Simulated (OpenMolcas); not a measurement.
Multiconfigurational calculation on Ca I

Input:

```
&GATEWAY
Coord
1

Ca 0.0 0.0 0.0
Basis=ANO-RCC-VQZP
Group=XYZ
NoMove
AngMom=0.0 0.0 0.0
AMFI
&SEWARD
* reference wave functions (RASSCF and RASSI steps not shown): 2 electrons in 4 orbitals (4s 4p)
>>> COPY JOB001 $Project.JobIph
&CASPT2
Multistate=3 1 2 3
Frozen=2 3
IPEA=0.25
Imaginary=0.1
MaxIter=60
WThr=0.0 0.3 0.05
PrWF=0.5
NoMix
>>> COPY JOB002 $Project.JobIph
&CASPT2
Multistate=6 1 2 3 4 5 6
Frozen=2 3
IPEA=0.25
Imaginary=0.1
MaxIter=60
WThr=0.0 0.3 0.05
PrWF=0.5
NoMix
>>> COPY JOB003 $Project.JobIph
&CASPT2
Multistate=3 1 2 3
Frozen=2 3
IPEA=0.25
Imaginary=0.1
MaxIter=60
WThr=0.0 0.3 0.05
PrWF=0.5
NoMix
...
```

Output, cut to the results:

```
--- CASPT2 ---
Orbital specifications:
      -----------------------

      Symmetry species                           1   2
                                                ag  au
      Frozen orbitals                            2   3
      Inactive orbitals                          1   3
      Active orbitals                            1   3
      Secondary orbitals                        27  23
      Deleted orbitals                           0   0
      Number of basis functions                 31  32
Type of calculation                        MS-CASPT2
      Fock operator                              state-specific
      IPEA shift                                 0.25
      Real shift                                 0.00
      Imaginary shift                            0.10
      The input orbitals will be transformed to quasi-canonical
Reference energy:        -679.4746443454
      E2 (Non-variational):      -0.2571426177
      Shift correction:          -0.0002354469
      E2 (Variational):          -0.2573780646
      Total energy:            -679.7320224100
      Residual norm:              0.0000000538
      Reference weight:           0.94407
      Contributions to the CASPT2 correlation energy
      Active & Virtual Only:         -0.0033119419
      One Inactive Excited:          -0.0151449857
      Two Inactive Excited:          -0.2386856901
Reference energy:        -679.4746443454
      E2 (Non-variational):      -0.2571426177
      Shift correction:          -0.0002354469
      E2 (Variational):          -0.2573780646
      Total energy:            -679.7320224100
      Residual norm:              0.0000000538
      Reference weight:           0.94407
      Contributions to the CASPT2 correlation energy
      Active & Virtual Only:         -0.0033119419
      One Inactive Excited:          -0.0151449857
      Two Inactive Excited:          -0.2386856901
::    CASPT2 Root  1     Total energy:   -679.73202241
::    CASPT2 Root  2     Total energy:   -679.73202241
::    CASPT2 Root  3     Total energy:   -679.73202241
::    MS-CASPT2 Root  1     Total energy:   -679.73202241
::    MS-CASPT2 Root  2     Total energy:   -679.73202241
::    MS-CASPT2 Root  3     Total energy:   -679.73202241
--- CASPT2 ---
Orbital specifications:
      -----------------------

      Symmetry species                           1   2
                                                ag  au
      Frozen orbitals                            2   3
      Inactive orbitals                          1   3
      Active orbitals                            1   3
      Secondary orbitals                        27  23
      Deleted orbitals                           0   0
      Number of basis functions                 31  32
Type of calculation                        MS-CASPT2
      Fock operator                              state-specific
      IPEA shift                                 0.25
      Real shift                                 0.00
      Imaginary shift                            0.10
      The input orbitals will be transformed to quasi-canonical
Reference energy:        -679.6498251942
      E2 (Non-variational):      -0.2665132163
      Shift correction:          -0.0002433805
      E2 (Variational):          -0.2667565968
      Total energy:            -679.9165817910
      Residual norm:              0.0000003544
      Reference weight:           0.94087
      Contributions to the CASPT2 correlation energy
      Active & Virtual Only:         -0.0042808646
      One Inactive Excited:          -0.0238016740
      Two Inactive Excited:          -0.2384306777
Reference energy:        -679.4522924766
      E2 (Non-variational):      -0.2741993190
      Shift correction:          -0.0026963644
      E2 (Variational):          -0.2768956835
      Total energy:            -679.7291881601
      Residual norm:              0.0000001820
      Reference weight:           0.89583
      Contributions to the CASPT2 correlation energy
      Active & Virtual Only:         -0.0203089483
      One Inactive Excited:          -0.0152585182
      Two Inactive Excited:          -0.2386318525
::    CASPT2 Root  1     Total energy:   -679.91658179
::    CASPT2 Root  2     Total energy:   -679.72918816
::    CASPT2 Root  3     Total energy:   -679.72918327
::    CASPT2 Root  4     Total energy:   -679.72918324
::    CASPT2 Root  5     Total energy:   -679.72918305
::    CASPT2 Root  6     Total energy:   -679.72920324
::    MS-CASPT2 Root  1     Total energy:   -679.91658181
::    MS-CASPT2 Root  2     Total energy:   -679.72921059
::    MS-CASPT2 Root  3     Total energy:   -679.72918383
::    MS-CASPT2 Root  4     Total energy:   -679.72918325
::    MS-CASPT2 Root  5     Total energy:   -679.72918247
::    MS-CASPT2 Root  6     Total energy:   -679.72918080
--- CASPT2 ---
Orbital specifications:
      -----------------------

      Symmetry species                           1   2
                                                ag  au
      Frozen orbitals                            2   3
      Inactive orbitals                          1   3
      Active orbitals                            1   3
      Secondary orbitals                        27  23
      Deleted orbitals                           0   0
      Number of basis functions                 31  32
Type of calculation                        MS-CASPT2
      Fock operator                              state-specific
      IPEA shift                                 0.25
      Real shift                                 0.00
      Imaginary shift                            0.10
      The input orbitals will be transformed to quasi-canonical
Reference energy:        -679.5878536788
      E2 (Non-variational):      -0.2604922532
      Shift correction:          -0.0002752057
      E2 (Variational):          -0.2607674590
      Total energy:            -679.8486211378
      Residual norm:              0.0000001698
      Reference weight:           0.94288
...
```

Levels above the lowest, from the spin-orbit matrix with the single-state CASPT2 energies, averaged by term, on its diagonal:

```tsv
Configuration	Term	J	E (cm⁻¹)	Measured (cm⁻¹)	g	Term weight %
4s²	¹S	0	0.0	0.0		100
4s 4p	³P°	0	14840	15158		100
4s 4p	³P°	1	14878	15210	1.501	100
4s 4p	³P°	2	14953	15316	1.501	100
4s 4p	¹P°	1	26584	23652	1.000	100
4p²	³P	0	40436	38418		100
4p²	³P	1	40471	38465	1.501	100
4p²	³P	2	40537	38552	1.498	99
4p²	¹D	2	41132		1.003	99
```

Against the 7 measured excited levels shown (NIST Handbook of Basic Atomic Spectroscopic Data) the mean absolute deviation is 1400 cm-1; the largest miss in energy is 4s 4p ¹P°₁: computed 26584, measured 23652 cm⁻¹ (+12.4 %).

The ¹D term of p² mixes with s d, which this space lacks. Measured partners are found by configuration, term and J. A level has none where our copy of the source lacks it or the pairing is in doubt (some pairs that miss far off the trend of their configuration count as doubtful), and it then counts in no deviation. Levels of configurations outside the active space are missing. The first state left out of the spin-orbit step lies near 56000 cm-1 above the lowest spin-free state of the reference (among the parities and spins computed), and the list stops at four fifths of that energy or lower.

The term weight is that of the spin-free term in the level, not the purity of its configuration. ° marks odd parity.
